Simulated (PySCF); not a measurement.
# Electron correlation in Cd²¹⁺ (cadmium, charge +21)

Starting occupation: [Ar] 3d9, 3d3/2 with m_j = -3/2, -1/2, +1/2, +3/2, 3d5/2 with m_j = -3/2, -1/2, +1/2, +3/2, +5/2. Computed with PySCF 2.14 in an uncontracted even-tempered set (17 s from 2.5 bohr⁻², ratio 2.8; 12 p from 3.2 bohr⁻², ratio 2.8; 8 d from 3.2 bohr⁻², ratio 2.8; 4 f from 15 bohr⁻², ratio 3), with X2C-1e with screened-nucleus spin-orbit coupling, Gaussian nucleus. Frozen: [Ne]; 17 electrons correlated; the 76 highest virtual spinors left out.

MP2 pair energies summed by pair of shells (mhartree):

```csv
pair,energy,share (%)
3d3/2-3d5/2,-152.54,25.1
3d5/2-3d5/2,-85.91,14.1
3d5/2-3p3/2,-77.07,12.7
3d3/2-3p3/2,-57.44,9.5
3d3/2-3d3/2,-54.60,9.0
3d5/2-3p1/2,-28.99,4.8
3p3/2-3p3/2,-24.99,4.1
3p1/2-3p3/2,-24.76,4.1
3d5/2-3s1/2,-24.18,4.0
3d3/2-3p1/2,-22.28,3.7
3d3/2-3s1/2,-19.46,3.2
3p3/2-3s1/2,-16.69,2.7
3p1/2-3s1/2,-8.18,1.3
3p1/2-3p1/2,-6.04,1.0
3s1/2-3s1/2,-4.28,0.7
```

Total MP2 correlation energy: -607.40 mhartree.

At this charge the one-electron X2C treatment keeps the bare 1/r₁₂, with no two-electron picture change or Breit term. The effect here is smaller than on the frozen 1s shell.
